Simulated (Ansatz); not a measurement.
```yaml
crystal:
  periodic: [false, false, false]
  atoms:
    - {symbol: Si, position_ang: [0.426874, 1.467437, 0.369219]}
    - {symbol: O, position_ang: [-0.550193, 0.161920, 0.156003]}
    - {symbol: Si, position_ang: [-0.637687, -1.368442, -0.365867]}
    - {symbol: Br, position_ang: [1.327630, -2.375619, -0.124665]}
    - {symbol: H, position_ang: [1.048857, 1.850839, -0.923434]}
    - {symbol: H, position_ang: [1.486610, 1.150616, 1.357246]}
    - {symbol: H, position_ang: [-0.420871, 2.575036, 0.868995]}
    - {symbol: H, position_ang: [-1.623817, -2.102739, 0.451836]}
    - {symbol: H, position_ang: [-0.968902, -1.405550, -1.806533]}
basis:
  gaussian: {orbitals: pcseg-2, fitting: {mean_field: cc-pVTZ-jkfit}}
hamiltonian: {xc: {name: B3LYP-D3}}
```

```sh
$ ansatz run in.yaml --threads 2 --pin off --events-out ev --progress --plain --max-ram 22528MiB --backend cpu
```

It prints (some lines left out):

```
Error: YAML parse error: error: line 15 column 19: hamiltonian.xc: no functional is named "B3LYP-D3"; the names, which are not case-sensitive, are SVWN5, SPW92, PBE, PBE0, PBEsol, revPBE, revPBE0, RPBE, rPW86-PBE, HSE06, wPBEh, LC-wPBE, HISS, HF, BLYP, B3LYP, B3LYP5, BHLYP, CAM-B3LYP, r2SCAN, r2SCANh, r2SCAN0, r2SCAN50, m-r2SCAN, B97, wB97, wB97X, wB97X-V, B97M-V, wB97M-V, B2PLYP, B2GP-PLYP, PBE0-DH, PBE-QIDH
13 | basis:
14 |   gaussian: {orbitals: pcseg-2, fitting: {mean_field: cc-pVTZ-jkfit}}
15 | hamiltonian: {xc: {name: B3LYP-D3}}
```

**Question.** What is wrong with this run?

**Answer.** The method's name isn't one that the program takes here. The program refused the input.

HSE06 is defined as in plane-wave codes.
